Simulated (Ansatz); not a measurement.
One change: `[SiH3][N]([SiH3])[Mg][N]([SiH3])[SiH3]` becomes `[SiH3][N]([SiH3])[Zn][N]([SiH3])[SiH3]`.

Ansatz, PBE0-D4/def2-TZVP geometries, multiplicity 1. Each molecule was computed in one conformer, which needn't be the lowest.

Scalar relativity is left out up to krypton.

```csv
property,`[SiH3][N]([SiH3])[Mg][N]([SiH3])[SiH3]`
LUMO energy (ωB97M-V/def2-TZVPP) / eV,-0.02
LUMO energy (B3LYP/def2-TZVPP) / eV,-1.70
HOMO–LUMO gap (ωB97M-V/def2-TZVPP) / eV,9.63
HOMO–LUMO gap (B3LYP/def2-TZVPP) / eV,5.49
HOMO–LUMO gap (PBE/def2-TZVPP) / eV,3.88
HOMO energy (PBE/def2-TZVPP) / eV,-6.17
```

(1) What does the change do to each property? (An estimate is asked.)

Answers

(1) Ansatz gave: 
```json
{"property": "LUMO energy (ωB97M-V/def2-TZVPP) / eV", "`[SiH3][N]([SiH3])[Zn][N]([SiH3])[SiH3]`": "0.34", "shift": "0.36"}
{"property": "LUMO energy (B3LYP/def2-TZVPP) / eV", "`[SiH3][N]([SiH3])[Zn][N]([SiH3])[SiH3]`": "-1.56", "shift": "0.14"}
{"property": "HOMO–LUMO gap (ωB97M-V/def2-TZVPP) / eV", "`[SiH3][N]([SiH3])[Zn][N]([SiH3])[SiH3]`": "10.20", "shift": "0.57"}
{"property": "HOMO–LUMO gap (B3LYP/def2-TZVPP) / eV", "`[SiH3][N]([SiH3])[Zn][N]([SiH3])[SiH3]`": "5.81", "shift": "0.32"}
{"property": "HOMO–LUMO gap (PBE/def2-TZVPP) / eV", "`[SiH3][N]([SiH3])[Zn][N]([SiH3])[SiH3]`": "4.11", "shift": "0.23"}
{"property": "HOMO energy (PBE/def2-TZVPP) / eV", "`[SiH3][N]([SiH3])[Zn][N]([SiH3])[SiH3]`": "-6.33", "shift": "-0.16"}
```

With PBE0 the HOMO falls by 0.18 eV and the LUMO rises by 0.15 eV, so the gap widens by about 0.33 eV. PBE moves the HOMO by -0.16 eV and ωB97M-V by -0.20 eV.

B3LYP here is the variant with VWN-RPA as its local correlation; programs differ in this.
